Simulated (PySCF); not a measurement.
Bonding in CF3CHF2

Species: CF3CHF2, C2HF5.
Atom-mapped SMILES: `[F:1][CH:2]([F:3])[C:4]([F:5])([F:6])[F:7]` (hydrogens: H8 on C2)

Cartesian coordinates in Å at the GFN2-xTB level; atoms count from 1:
```
atom  x, y, z in Å
F1     1.1038   -1.1999    0.6685
C2     0.7824   -0.1193   -0.0574
F3     1.4224    0.9363    0.4660
C4    -0.7485    0.1130    0.0020
F5    -1.1941    0.2977    1.2363
F6    -1.0779    1.1838   -0.7228
F7    -1.3891   -0.9355   -0.5183
H8     1.1100   -0.2667   -1.0988
```

Bond orders from the PBE0/pcSseg-1 density (PySCF). Isolated species at its GFN2-xTB geometry, gas phase.

**Question.** Where do the orders between heavy atoms depart from those drawn in the SMILES?

**Answer.** The largest departure is 0.074, at C2–C4 (drawn single, 0.926).

**Question.** Set the Mayer orders of the bonds between heavy atoms beside their lengths.

**Answer.** 
```csv
bond,drawn as,length (Å),Mayer order
F1–C2,single,1.341,0.988
C2–F3,single,1.341,0.988
C2–C4,single,1.550,0.926
C4–F5,single,1.325,1.033
C4–F6,single,1.334,1.013
C4–F7,single,1.334,1.013
```

Bonds between the same two heavy elements. C–F: lowest F1–C2 and C2–F3 (0.988, 1.341 Å), highest C4–F5 (1.033, 1.325 Å). Bonds named together lie within 0.004.

**Question.** And the bonds to hydrogen?

**Answer.** C–H: 0.94 (1 bond).

**Question.** Sum the orders of all bonds at each heavy atom with more than one neighbour and set the sums beside the valence in the SMILES.

**Answer.** C2 3.839 (drawn 4), C4 3.985 (drawn 4). Orders between atoms that aren't bonded are not in these sums.

The Mayer order sums products of elements of PS (density times overlap matrix) between the two atoms' basis functions, so it depends on the basis set.
